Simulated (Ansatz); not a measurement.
```yaml
crystal:
  periodic: [false, false, false]
  atoms:
    - {symbol: Si, position_ang: [-0.210894, 1.515545, -0.324887]}
    - {symbol: O, position_ang: [-0.338192, 0.273279, 0.628688]}
    - {symbol: Sn, position_ang: [0.150432, -1.526726, 0.586036]}
    - {symbol: Cl, position_ang: [0.708528, -1.949729, -1.531797]}
    - {symbol: H, position_ang: [-1.026780, 1.362351, -1.487114]}
    - {symbol: H, position_ang: [1.141718, 1.707533, -0.745917]}
    - {symbol: H, position_ang: [1.141718, 1.707533, -0.745917]}
    - {symbol: H, position_ang: [-1.180810, -2.387625, 0.951690]}
    - {symbol: H, position_ang: [1.482035, -1.704438, 1.506250]}
basis:
  gaussian: {orbitals: ANO-RCC-VTZP}
hamiltonian: {xc: {name: SVWN5}}
output: {forces: true}
```

```sh
$ ansatz run in.yaml --threads 4 --pin off --events-out ev --progress --plain --max-ram 10444MiB
```

How does Ansatz answer? (An estimate is asked.)

The calculation gave: The program refused the input.
```
Error: two nuclei lie on one point
```
